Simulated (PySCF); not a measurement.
Predicted microwave data (PBE0/pcSseg-1 in PySCF (dipole) on a GFN2-xTB geometry, gas phase) for one isomer of C8H13FSi:

```
Rotational constants : A = 1356, B = 658.0, C = 544.4 MHz
Dipole components    : |μa| = 0.41 D, |μb| = 2.69 D, |μc| = 0.29 D
Inertial defect      : -212.29 u·Å²
κ                    : -0.72
```

Question: Which candidate fits, each taken in the one conformer that was computed?
A. `[CH2:1]=[C:2]([CH3:3])[C@@H:4]1[SiH2:5]/[C:6](=[CH:7]\[CH3:8])[C@H:9]1[F:10]` with C1–C2–C4–Si5 -111°, C2–C4–Si5–C6 -133°, C4–Si5–C6–C7 -163°, Si5–C6–C9–F10 -131°, C2–C4–C9–C6 136°
B. `[CH3:1][CH2:2][CH2:3][C:4]#[C:5][CH2:6][Si@@H:7]1[CH2:8][C@@H:9]1[F:10]` with C1–C2–C3–C4 63°, C5–C6–Si7–C8 -178°
C. `[CH3:1][C:2]#[C:3][Si@@H:4]([F:5])[C@@H:6]([CH3:7])[CH:8]1[CH2:9][CH2:10]1` with C3–Si4–C6–C7 -58°, Si4–C6–C8–C9 80°
D. `[CH3:1][C@@H:2]([F:3])[C:4]1=[CH:5][SiH2:6][CH2:7][CH:8]=[CH:9][CH2:10]1` with C1–C2–C4–C5 -102°, C4–C5–Si6–C7 -8°, C5–Si6–C7–C8 -44°, Si6–C7–C8–C9 67°, C8–C9–C10–C4 -81°
E. `[CH:1]#[C:2][CH2:3][C@:4]([F:5])([SiH2:6][CH3:7])[CH:8]1[CH2:9][CH2:10]1` with C2–C3–C4–F5 179°, C3–C4–Si6–C7 171°, C3–C4–C8–C9 -79°
F. `[CH3:1]/[CH:2]=[C:3]1\[SiH2:4][C@@H:5]([CH:6]2[CH2:7][CH2:8]2)[C@@H:9]1[F:10]` with Si4–C5–C6–C7 -34°, C2–C3–Si4–C5 -162°, C3–Si4–C5–C6 -131°, C5–C6–C7–C8 110°, Si4–C5–C9–F10 133°

Answer: C. It is CC#C[Si@@H](F)[C@@H](C)C1CC1, an asymmetric top, point group C1. The candidates at the same level (rigid rotor, commonest isotopes):

```tsv
SMILES	A (MHz)	B (MHz)	C (MHz)	μa (D)	μb (D)	μc (D)	Δ (u·Å²)	point group	rotor
C/C=C1\[SiH2][C@@H](C2CC2)[C@@H]1F	1982	720.4	590.5	0.19	1.42	0.53	-100.71	C1	asymmetric top
CCCC#CC[Si@@H]1C[C@@H]1F	2237	410.2	393.7	1.16	0.71	1.30	-174.24	C1	near-prolate asymmetric top
C=C(C)[C@@H]1[SiH2]/C(=C\C)[C@H]1F	1971	693.3	601.8	1.09	1.55	0.93	-145.56	C1	asymmetric top
CC#C[Si@@H](F)[C@@H](C)C1CC1	1356	658.0	544.4	0.41	2.69	0.29	-212.29	C1	asymmetric top
C[C@@H](F)C1=C[SiH2]CC=CC1	1920	773.7	609.2	0.49	2.01	0.28	-86.79	C1	asymmetric top
C#CC[C@](F)([SiH2]C)C1CC1	1238	1019	730.6	0.08	0.03	1.21	-212.72	C1	asymmetric top
```

`C=C(C)[C@@H]1[SiH2]/C(=C\C)[C@H]1F` has A 45 % too high; `CCCC#CC[Si@@H]1C[C@@H]1F` has A 65 % too high; `C/C=C1\[SiH2][C@@H](C2CC2)[C@@H]1F` has A 46 % too high; `C[C@@H](F)C1=C[SiH2]CC=CC1` has A 42 % too high; `C#CC[C@](F)([SiH2]C)C1CC1` has B 55 % too high. No structure here is proved a minimum.
